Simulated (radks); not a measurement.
Problem. The osmium ion Os4+, 72 electrons, occupied as [Xe] 4f14 5d4. Method: non-relativistic Kohn-Sham, PBE, spin-polarised, spherical densities, point nucleus; open shells are filled with parallel spins first (spin-orbit coupling, left out, can overturn this in heavy ions); relativity is left out, which matters for an element this heavy; computed with a radial shooting solver on a logarithmic mesh with Libxc functionals. Some entries of the table are withheld. Estimate them.

orbital,occ.,eigenvalue (hartree),r(max) (bohr),<1/r> (bohr^-1)
1s down,1,-2478.721,0.01322,75.45
1s up,1,-2478.721,0.01322,75.45
2s up,1,-411.4364,0.07197,17.72
2s down,1,-411.4247,0.07197,17.72
2p up,3,-394.9340,0.05585,17.76
2p down,3,-394.9251,0.05585,17.76
3s up,1,-96.22651,0.1973,6.835
3s down,1,-96.22243,0.1973,6.836
3p up,3,-88.52580,0.1857,6.788
3p down,3,-88.52155,0.1857,6.788
3d up,5,-74.16921,0.1463,6.714
3d down,5,-74.16162,0.1463,6.714
4s up,1,-21.07337,0.4423,2.963
4s down,1,-21.06470,0.4424,2.963
4p up,3,-17.81307,0.4425,2.873
4p down,3,-17.80381,0.4425,2.873
4d up,5,-11.85085,0.4372,2.681
4d down,5,-11.83943,0.4373,2.681
5s up,1,-4.40653,1.002,1.201
5s down,1,-4.30472,0.9959,1.211
4f up,7,-3.98035,0.3995,2.288
4f down,7,-3.96231,0.3995,2.294
5p up,3,(1),1.068,1.095
5p down,3,(2),1.061,1.104
5d up,4,-1.86176,1.287,0.8482
5d down,0,-1.73864,1.278,0.8477

Solution. 
(1) 5p up eigenvalue (hartree): -3.41212
(2) 5p down eigenvalue (hartree): -3.29992
